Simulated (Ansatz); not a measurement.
One change: `C[SiH](F)S` becomes `C[SiH](S)Cl`.

Ansatz, PBE0-D4/def2-TZVP geometries, multiplicity 1. Each molecule was computed in one conformer, which needn't be the lowest.

```
                                          property  `C[SiH](F)S`
size of the dipole moment (ωB97M-V/def2-TZVPP) / D          2.00
               LUMO energy (B3LYP/def2-TZVPP) / eV          0.05
    size of the dipole moment (PBE/def2-TZVPP) / D          1.98
              HOMO–LUMO gap (PBE0/def2-TZVPP) / eV          8.13
                 LUMO energy (PBE/def2-TZVPP) / eV         -0.59
                 HOMO energy (PBE/def2-TZVPP) / eV         -6.53
```

What does the change do to each property? (Estimate.)

Ansatz gave: 
```csv
property,`C[SiH](S)Cl`,shift
size of the dipole moment (ωB97M-V/def2-TZVPP) / D,1.93,-0.07
LUMO energy (B3LYP/def2-TZVPP) / eV,-0.03,-0.08
size of the dipole moment (PBE/def2-TZVPP) / D,1.92,-0.06
HOMO–LUMO gap (PBE0/def2-TZVPP) / eV,7.94,-0.19
LUMO energy (PBE/def2-TZVPP) / eV,-0.71,-0.12
HOMO energy (PBE/def2-TZVPP) / eV,-6.46,0.07
```

With PBE0 the HOMO rises by 0.08 eV and the LUMO falls by 0.10 eV, so the gap narrows by about 0.18 eV. PBE moves the HOMO by 0.07 eV and ωB97M-V by 0.11 eV. Dipoles are sizes alone; their direction can turn.

B3LYP here is the variant with VWN-RPA as its local correlation; programs differ in this.
